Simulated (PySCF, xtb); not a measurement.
C4H4BrCl, SMILES C(Br)=C=CCCl. The values are those of a single conformer.

Harmonic wavenumbers (cm⁻¹) from GFN2-xTB (xtb) at its own minimum, in rising order: 40, 72, 119, 208, 359, 397, 496, 623, 648, 731, 842, 884, 1016, 1113, 1128, 1177, 1215, 1379, 1422, 2052, 2977, 2998, 3043, 3079.

Problem. What does PBE0-D3(BJ)/def2-SVP (PySCF) give at its own minimum? (An estimate is asked for; the answer gives what the named calculation found.)

Solution. 50, 75, 136, 238, 375, 447, 526, 696, 718, 774, 871, 915, 1045, 1134, 1174, 1216, 1267, 1428, 1459, 2093, 3105, 3165, 3189, 3224. Paired by order, the mean absolute difference is 54 cm⁻¹ and the zero-point energies are 40.1 and 41.9 kcal/mol.
